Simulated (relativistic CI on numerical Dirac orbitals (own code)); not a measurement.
**Pd³⁰⁺: sensitivity of the levels to the model**

Base calculation: Dirac-Coulomb-Breit CI, KLI orbitals optimised for each configuration, QED by a radiative potential, unscaled Slater integrals.

Configuration list (outside the closed core [Ne]): 3s2 3p4, 3s 3p5, 3s2 3p3 3d, 3p6, 3s 3p4 3d, 3p5 3d, 3s 3p3 3d2, 3s2 3p2 3d 4p, 3p5 4s, 3s 3p3 3d 4s, 3s2 3p3 4s, 3p5 4p, 3s2 3p3 4p, 3s2 3p3 4d, 3p4 3d 4p, 3s 3p4 4s, 3s2 3p3 4f, 3s 3p4 4p, 3s 3p4 4d, 3s 3p4 4f, 3s2 3p3 5s, 3s2 3p3 5p, 3s2 3p3 5d, 3s2 3p2 4s 4p, 3s2 3p3 5f, 3s2 3p3 5g, 3s 3p3 4s2, 3s 3p4 5s, 3s2 3p2 3d2, 3s2 3p 3d3, 3s 3p2 3d3, 3s2 3p 3d2 4s, 3s2 3p 3d2 4p, 3s2 3p 3d2 4d, 3p4 3d2, 3p3 3d3, 3p3 3d2 4s, 3p3 3d2 4p, 3p3 3d2 4d, 3s2 3p2 3d 4s, 3s 3p2 3d2 4s, 3s2 3p 3d 4s2, 3s2 3p 3d 4s 4p, 3s2 3p 3d 4s 4d, 3p4 3d 4s, 3p3 3d 4s2, 3p3 3d 4s 4p, 3p3 3d 4s 4d, 3s2 3p2 4s2, 3s 3p2 3d 4s2, 3s2 3p 4s2 4p, 3s2 3p 4s2 4d, 3s2 3p2 4p2, 3s2 3p 3d 4p2, 3s 3p2 3d 4p2, 3s2 3p 4s 4p2, 3s2 3p 4p3, 3s2 3p 4p2 4d, 3s 3p3 4s 4p, 3s 3p2 3d 4s 4p, 3s 3p2 4s2 4p, 3s 3p2 4s 4p2, 3s 3p2 4s 4p 4d. Double excitations out of closed p, d and f shells are left out; levels of such configurations are missing from the list, as are those of other unlisted configurations, and high levels can miss mixing partners. These lack a partner that the ground configuration has and come out too high: 3s2 3p3 4f, 3s 3p4 4p, 3s 3p4 4d, 3s 3p4 4f, 3s2 3p3 5s.

Variants: (1) Breit term removed. Shifts of the energy above 3s2 3p4 3P_2, in cm⁻¹, for the lowest level and the first level of each name with at least 55 % of one term (blank where a level changes its place among those of its configuration and J or its character, or is not in the variant):

```tsv
Level	Base	Δ(1)
3s2 3p4 3P_2	0	0
3s2 3p4 3P_1	276980	+4034
3s2 3p4 1D_2	325056	+4756
3s 3p5 3P°_2	943801	+1363
3s2 3p3 3d 3D°_1	1234460	
3s2 3p3 3d 3F°_3	1285330	+8781
3s2 3p3 3d 3D°_3	1317977	+9944
3s2 3p3 3d 3G°_4	1327510	+10016
3s2 3p3 3d 3G°_5	1399998	+12241
3s 3p4 3d 5D_3	1905847	+4812
3s 3p4 3d 5D_4	1932180	+6551
3s 3p4 3d 5F_5	2015586	+7141
```

At this charge energies of transitions that change n are usually good to better than 1 %, and those within a shell (Δn = 0) to a few per cent.

Ionisation energy from the two ground configurations alone: base 1782.65 eV; Breit term removed 1783.71 eV. The NIST ASD value (semi-empirical) is 1781.3 eV.

LS names give the leading component of a level, which can be under half, so a name can repeat, a term be missing and a line seem to break the LS rules.
